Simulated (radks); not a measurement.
Results of a calculation; reference values are marked as such.
The mean radii <r> (bohr) of the occupied orbitals of an atom or ion are listed with their occupations. Level of theory: non-relativistic Kohn-Sham, LDA (Slater exchange, Perdew-Wang correlation), spin-unpolarised, spherical densities, point nucleus (a radial shooting solver on a logarithmic mesh with Libxc functionals).

| orbital | occ. | <r> |
|---|---|---|
| 1s | 2 | 0.08172 |
| 2s | 2 | 0.3880 |
| 2p | 6 | 0.3475 |
| 3s | 2 | 1.088 |

Name the element and its charge.

Answer. Z = 19, potassium, charge +7: K7+ in [Ne] 3s2. The 1s radius gives Z: for a bare nucleus <r> = 1.5/Z, 0.07895 bohr for Z = 19, and screening makes it slightly larger (0.08172 here). The occupations add up to 12, and the charge is Z minus that.
